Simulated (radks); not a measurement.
Values are calculated unless marked as measured or tabulated.
Excited configurations of S IV: one electron is placed in a higher orbital outside [Ne] 3s2. The ground configuration is [Ne] 3s2 3p1. Level of theory: scalar-relativistic Kohn-Sham, BLYP, spin-unpolarised, spherical densities, finite nucleus; Fermi nuclear charge, rms radius 3.2611 fm (a radial shooting solver on a logarithmic mesh with Libxc functionals). Excitation = E - E(ground); binding = E(ion) - E, where the ion is the core of charge +4; n* = 4/sqrt(2 binding) in atomic units, and the quantum defect is n - n*.

| outer orbital | excitation (eV) | binding (eV) | quantum defect | eigenvalue (eV) | <r> (bohr) |
|---|---|---|---|---|---|
| 3d | 16.235 | 30.527 | 0.330 | -24.899 | 1.981 |
| 4f | 32.720 | 14.041 | 0.062 | -11.635 | 4.238 |
| 6s | 37.539 | 9.222 | 1.141 | -8.209 | 9.071 |
| 6f | 40.116 | 6.645 | 0.276 | -5.811 | 11.11 |
| 7s | 40.265 | 6.496 | 1.211 | -5.812 | 12.91 |

The Delta-SCF ionisation energy is 46.761 eV (NIST Atomic Spectra Database: 47.22 eV, semi-empirical). Self-interaction in the functional shifts the binding energies and quantum defects, so they are the method's values and not measured ones. Spin polarisation and multiplet splitting are left out, so open shells lie too high by an amount that depends on their filling.

Beside tabulated values, note that spin-unpolarised runs miss the spin-polarisation part of the exchange energy of open shells.
